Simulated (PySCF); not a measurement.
# PbN: from constants to spectrum

BLYP constants of PbN, ²Π (doublet), unpaired electrons π ↑ (PySCF, scalar-relativistic core potentials, basis sets Pb def2-SVPD with ECP60, N def2-SVPD; masses 207.9766 and 14.0031 u):

| Quantity | Value |
| --- | --- |
| ωe | 590.6 cm⁻¹ |
| ωexe | 4.11 cm⁻¹ |
| Be | 0.29051 cm⁻¹ |
| αe | 0.00212 cm⁻¹ |
| De to Pb + N | 2.93 eV |

**Question.** What force constant and bond length do these constants imply?

**Answer.** Reduced mass μred = 13.120 u; k = 5.8918×10⁻⁷·μred·ωe² (u, cm⁻¹, mdyn/Å) = 2.70 mdyn/Å; Re = √(16.8576/(μred·Be)) (u, cm⁻¹, Å) = 2.103 Å.

**Question.** Estimate the centrifugal constant D from the Kratzer relation and find the Dunham coefficient a1.

**Answer.** D = 4Be³/ωe² = 2.81e-07 cm⁻¹; a1 = −1 − αeωe/(6Be²) = -3.47.

Spin–orbit coupling is left out, which matters for elements this heavy, above all for dissociation energies. The state is the lowest determinant that a PBE0 search found; another state may lie lower at other levels.
